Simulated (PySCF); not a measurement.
CH₅GaO₂.

```xyz
9

Ga     0.0025     0.0008     0.0018
C     -1.3708    -1.3965    -0.0568
H     -0.9732    -2.3050    -0.5346
H     -2.2324    -1.0368    -0.6371
H     -1.7050    -1.6590     0.9584
O     -0.2144     1.5268    -0.9069
H      0.5281     2.1367    -0.8045
O      1.5636    -0.0219     0.8942
H      1.7355    -0.8223     1.4053
```
Charge 0, spin multiplicity 1.

Geometry optimised at B3LYP-D3(BJ)/def2-SVP. The structure was generated by enumeration; whether it is a known compound was not checked. The values are those of a single conformer.

The numbers are results of KT2/pcSseg-1 in PySCF, not measurements. Non-relativistic, no solvent.

### Question
Give the absolute GIAO shielding of each atom: isotropic value and principal components (ppm). (The exact figures need the calculation; the answer reports its results.)

### Answer

```
atom  σ(iso)     σ11     σ22     σ33   span
----  ------  ------  ------  ------  -----
Ga1   1358.3  1166.1  1341.7  1566.9  400.8
C2     191.9   186.4   190.4   198.8   12.4
H3      31.0    26.1    28.0    38.9   12.8
H4      30.7    25.2    28.2    38.9   13.7
H5      31.1    26.1    28.1    39.0   12.8
O6     253.0   157.5   289.4   312.1  154.5
H7      28.9    21.7    23.5    41.5   19.8
O8     235.1   112.4   283.7   309.3  197.0
H9      28.6    22.1    23.7    40.1   18.0
```
